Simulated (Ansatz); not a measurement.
FH4N2OTa, SMILES `[NH]=[Ta]([NH2])([OH])[F]`, relaxed with RKS PBE0-D4/def2-TZVP in the Gaussian-basis code of Ansatz from a PBE-D4/def2-SVP geometry. The force threshold is 0.005 eV/Å; the program also tests the step.

Total charge 0; spin multiplicity 1. Ta: def2 effective core potential.

Start:

```xyz
9

N     0.674   -0.816    1.366
Ta   -0.408    0.134    0.315
N    -0.139   -0.677   -1.478
O     0.125    1.984    0.262
F    -2.237   -0.004    0.871
H     1.204   -1.331    2.070
H     0.449   -1.481   -1.713
H    -0.542   -0.279   -2.335
H     0.874    2.470    0.643
```

| step | energy (eV) | largest force (eV/Å) | largest move (Å) |
| --- | --- | --- | --- |
| 1 | -9361.3245 | 0.612 | 0.000 |
| 2 | -9361.3684 | 0.360 | 0.051 |
| 3 | -9361.3713 | 0.081 | 0.016 |
| 4 | -9361.3715 | 0.023 | 0.009 |
| 5 | -9361.3716 | 0.016 | 0.003 |
| 6 | -9361.3716 | 0.014 | 0.008 |
| 7 | -9361.3716 | 0.002 | 0.002 |

End:

```xyz
9

N     0.675   -0.807    1.357
Ta   -0.387    0.134    0.305
N    -0.142   -0.676   -1.480
O     0.122    1.973    0.263
F    -2.201    0.022    0.851
H     1.200   -1.316    2.046
H     0.434   -1.475   -1.690
H    -0.546   -0.299   -2.326
H     0.845    2.443    0.675
```

It took 37 s on 4 threads of an Arm Neoverse N1 on a shared host, with 0.45 GiB of host memory at the peak.
